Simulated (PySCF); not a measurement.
Start geometry of `C1C[CH]([GeH]2[CH2]C[CH2]2)C1` from GFN2-xTB (Å):
```
atom  x, y, z in Å
C1    -2.201   -0.933   -0.625
C2    -1.579   -0.548    0.710
C3    -1.265    0.848    0.151
Ge4    0.727    1.133   -0.271
C5     2.077    0.637    1.085
C6     2.331   -0.678    0.354
C7     1.723   -0.417   -1.027
C8    -2.099    0.562   -1.079
H9    -1.610   -1.573   -1.210
H10   -3.234   -1.312   -0.562
H11   -2.288   -0.527    1.550
H12   -0.714   -1.156    1.005
H13   -1.628    1.687    0.766
H14    0.842    2.475   -0.983
H15    1.801    0.512    2.141
H16    2.946    1.314    1.056
H17    3.392   -0.945    0.309
H18    1.796   -1.490    0.859
H19    2.465   -0.103   -1.742
H20    1.168   -1.265   -1.445
H21   -1.654    0.720   -2.050
H22   -3.061    1.062   -1.072
```

Q: What comes out of this run: PBE0-D3(BJ)/def2-SVP geometry optimisation, gas phase (PySCF)?

A: 
```
atom  x, y, z in Å
C1    -1.9959   -1.0654   -0.6033
C2    -1.4793   -0.6260    0.7798
C3    -1.2391    0.7931    0.2093
Ge4    0.6161    1.1982   -0.2724
C5     1.9972    0.7199    1.0651
C6     2.2698   -0.5766    0.2607
C7     1.6494   -0.2634   -1.1248
C8    -2.1404    0.4175   -0.9956
H9    -1.2168   -1.5719   -1.1918
H10   -2.9035   -1.6869   -0.6309
H11   -2.2783   -0.6264    1.5380
H12   -0.6210   -1.1741    1.1998
H13   -1.6052    1.6245    0.8333
H14    0.6858    2.5962   -0.9328
H15    1.7119    0.5793    2.1177
H16    2.8440    1.4228    1.0296
H17    3.3336   -0.8684    0.2232
H18    1.7337   -1.4207    0.7243
H19    2.3891    0.1470   -1.8297
H20    1.1351   -1.0989   -1.6211
H21   -1.8088    0.7075   -2.0059
H22   -3.1710    0.7834   -0.8635
```

The energy falls by 23.1 kJ/mol over 12 energy and gradient evaluations, the largest force component goes from 0.0331 to 2.8e-04 Eh/bohr, and the atoms move by 0.150 Å rms after alignment. The bond that changes most is C3–Ge4 (ends: sp3 carbon bound to germanium; germanium bonded to 3 C and H), which shortens by 0.096 Å. Bonds longer at the end by more than 0.005 Å: 12 of 23; shorter: 3. Among the angles that change most is C8–C1–H10, from 113.9° to 117.4°. Among the dihedrals that turn most is H10–C1–C2–H12, from 116° to 102°. Rotational constants go from 2649, 1026, 935.0 to 2566, 1089, 988.5 MHz. The orientation of the end geometry is arbitrary; only internal coordinates are fixed.

The run used 200 basis functions and 73 SCF cycles in all.

Stationary, but not proved a minimum. The numbers are those of one conformer.
